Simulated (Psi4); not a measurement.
A dimer, H3ClSi ··· H3ClSi (SMILES [SiH3]Cl and [SiH3]Cl); the first 5 atoms form monomer A.

```
10

Si    -0.1323     0.0036     0.0068
Cl     1.9305    -0.0529    -0.0990
H     -0.6802    -0.7638    -1.1286
H     -0.5661     1.4124    -0.0661
H     -0.5519    -0.5993     1.2868
Si     2.9035     1.3057     3.1339
Cl     0.8998     1.8060     3.0665
H      3.5856     1.9516     1.9957
H      3.0225    -0.1624     3.0404
H      3.4634     1.7879     4.4114
```

**Question.** What interaction energy does SAPT0/jun-cc-pVDZ, frozen core in Psi4 1.11 give, and which attractive term is the largest?

**Answer.** Total -1.38 kcal/mol: electrostatics -3.19, exchange 4.84, induction -0.65, dispersion -2.38. The most attractive term is electrostatics.
